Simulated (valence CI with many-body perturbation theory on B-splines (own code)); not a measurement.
**E1 line list for Ni22+**

Calculated by valence CI with perturbative core correlation (CI+MBPT): four valence electrons over a frozen Dirac-Fock core [He], a basis of 11 s, 11 p, 10 d, 8 f, 5 g, 2 h functions for each j, with the one-electron correlation potential Σ1 (screened to all orders), the two-electron term Σ2, the three-electron term Σ3, Breit, model QED; selected single and double excitations, second order for the rest, scaled by the run's own slope (own B-spline code, finite nucleus).

No measured spectrum was set against this ion. As an estimate, levels of excited configurations hold to 0.05 to 0.15 % of their energy, terms of the ground configuration to about 0.5 %. Among the levels kept, up to 1100 cm⁻¹ of a level comes from second order outside the variational space, and about a tenth of that is noise between levels of different J, which matters for small intervals.

Lines 101 to 150 of 545 in falling wavelength, among levels below 1384.7 eV, chosen from the strongest by gf and those to the six lowest levels. Wavelengths and rates use the calculated energies, so an error of 600 cm⁻¹ moves a line at 36.45 nm by 0.22 % and its rate by three times that or more. Electric multipoles are in the length gauge, E1 and E2 with the static RPA response of the core. Weak lines are less certain than strong ones. Lines between different terms over intervals too small for the method are left out, as are lines whose strength nearly cancels. The highest levels of a list are the least certain.

Names give the largest LS component (configuration and term), which can be under half, so a name can repeat, a term be missing and a line seem to break the LS rules; names also repeat where a configuration has a term twice. Letters in brackets count levels of one name in rising energy.

```csv
λ vac (nm),Upper,Lower,A (s⁻¹),S (a.u.) with core polarisation,S without
36.45,2s 2p2 3p 3D°_2 [b],2s 2p2 3s 3D_2,9.92e+08,1.19e-01,1.19e-01
36.36,2s 2p2 3p 3P°_1 [d],2s 2p2 3s 3S_1,1.70e+09,1.21e-01,1.21e-01
35.71,2s 2p2 3d 3D_3 [a],2s 2p2 3p 3P°_2 [a],2.07e+09,3.25e-01,3.25e-01
35.55,2s 2p2 3d 3D_3 [a],2s 2p2 3p 3D°_3 [a],6.93e+08,1.08e-01,1.08e-01
35.52,2s 2p2 3p 1D°_2 [b],2s 2p2 3s 1P_1,2.39e+09,2.64e-01,2.64e-01
34.75,2s 2p2 3p 5S°_2,2s 2p2 3s 5P_3,3.27e+09,3.39e-01,3.39e-01
34.15,2p3 3p 3P_2 [b],2p3 3s 3D°_3,3.39e+09,3.33e-01,3.33e-01
33.93,2p3 3s 5S°_2,2s 2p2 3s 1P_1,1.06e+09,1.02e-01,1.02e-01
33.56,2s2 2p 3p 1D_2,2s2 2p 3s 1P°_1,3.65e+09,3.41e-01,3.41e-01
32.98,2s 2p2 3p 1P°_1 [a],2s 2p2 3s 3D_1,2.71e+09,1.44e-01,1.44e-01
31.90,2p3 3p 1D_2,2p3 3s 1D°_2,5.96e+09,4.77e-01,4.78e-01
31.33,2s 2p2 3p 3D°_3 [a],2s 2p2 3s 5P_3,1.18e+09,1.25e-01,1.26e-01
30.90,2s 2p2 3p 3P°_2 [b],2s 2p2 3s 3D_3,2.63e+09,1.92e-01,1.92e-01
30.73,2p3 3p 3P_1 [b],2p3 3s 3D°_1,2.96e+09,1.27e-01,1.27e-01
30.12,2s 2p2 3p 1P°_1 [c],2s 2p2 3s 1P_1,4.88e+09,1.97e-01,1.98e-01
29.94,2p3 3p 3P_1 [b],2p3 3s 3D°_2,3.32e+09,1.32e-01,1.32e-01
28.74,2s 2p2 3p 3P°_2 [b],2s 2p2 3s 3D_2,1.62e+09,9.48e-02,9.49e-02
24.10,2p3 3p 3P_2 [b],2p3 3s 3S°_1,2.60e+09,8.97e-02,8.98e-02
21.64,2s 2p2 3p 3D°_3 [b],2s 2p2 3s 3P_2 [a],2.05e+09,7.17e-02,7.18e-02
19.07,2p3 3p 3F_4,2s 2p2 3p 3D°_3 [c],3.28e+09,1.01e-01,1.01e-01
18.97,2p3 3s 3D°_3,2s 2p2 3s 3P_2 [b],6.95e+09,1.64e-01,1.64e-01
16.29,2p4 3P_2,2s 2p3 3S°_1,6.42e+09,6.85e-02,6.87e-02
16.22,2s 2p3 3D°_3,2s2 2p2 1D_2,1.46e+09,2.16e-02,2.16e-02
16.14,2p4 1D_2,2s 2p3 1P°_1,5.32e+09,5.52e-02,5.54e-02
15.65,2p3 3p 1F_3,2s 2p2 3p 3D°_2 [c],4.40e+09,5.83e-02,5.84e-02
14.93,2p3 3s 3D°_2,2s 2p2 3s 3P_1 [b],1.10e+10,9.05e-02,9.08e-02
14.86,2s 2p2 3p 1F°_3,2s2 2p 3p 1D_2,7.86e+09,8.90e-02,8.92e-02
13.96,2p3 3p 3D_1 [a],2s 2p2 3p 3D°_1 [c],1.08e+10,4.34e-02,4.36e-02
13.63,2p3 3p 1F_3,2s 2p2 3p 1F°_3,5.38e+09,4.70e-02,4.72e-02
13.61,2p3 3p 1F_3,2s 2p2 3p 3F°_4,4.81e+09,4.19e-02,4.20e-02
13.53,2s 2p2 3d 3G_5,2s2 2p 3d 3F°_4,4.16e+09,5.59e-02,5.62e-02
13.50,2s 2p2 3s 3D_3,2s2 2p 3s 3P°_2,1.04e+10,8.79e-02,8.82e-02
13.36,2p4 3P_1,2s 2p3 3S°_1,1.69e+10,5.99e-02,6.01e-02
13.32,2s 2p2 3p 3F°_4,2s2 2p 3p 3D_3,5.57e+09,5.85e-02,5.87e-02
13.25,2p3 3s 3D°_2,2s 2p2 3s 3D_3,7.71e+09,4.42e-02,4.44e-02
13.16,2p3 3p 3F_3,2s 2p2 3p 3F°_3,1.00e+10,7.90e-02,7.93e-02
13.10,2p3 3p 3D_3,2s 2p2 3p 1F°_3,9.49e+09,7.38e-02,7.40e-02
13.07,2p3 3s 1D°_2,2s 2p2 3s 1D_2,2.59e+10,1.43e-01,1.43e-01
13.07,2p3 3p 3P_1 [b],2s 2p2 3p 3P°_2 [b],1.27e+10,4.20e-02,4.21e-02
13.01,2p3 3p 3F_4,2s 2p2 3p 3F°_4,1.45e+10,1.42e-01,1.43e-01
12.98,2p3 3s 3P°_2,2s 2p2 3s 3P_2 [b],2.91e+10,1.57e-01,1.57e-01
12.89,2p4 1D_2,2s 2p3 1D°_2,3.61e+10,1.91e-01,1.91e-01
12.83,2s 2p3 3D°_3,2s2 2p2 3P_2,6.94e+09,5.07e-02,5.08e-02
12.79,2p3 3s 1P°_1,2s 2p2 3s 1P_1,1.94e+10,6.00e-02,6.02e-02
12.66,2s 2p3 3D°_2,2s2 2p2 3P_1,1.12e+10,5.58e-02,5.60e-02
12.65,2p3 3d 3D°_3,2s 2p2 3d 3D_3 [a],5.59e+09,3.90e-02,3.92e-02
12.60,2p3 3s 3D°_3,2s 2p2 3s 3D_3,1.49e+10,1.03e-01,1.04e-01
12.32,2s 2p2 3p 3P°_2 [b],2s2 2p 3p 3S_1,8.47e+09,3.90e-02,3.92e-02
12.23,2p3 3s 3D°_3,2s 2p2 3s 3D_2,6.71e+09,4.24e-02,4.25e-02
12.21,2p3 3d 3D°_3,2s 2p2 3d 3F_4 [a],1.68e+10,1.06e-01,1.06e-01
```
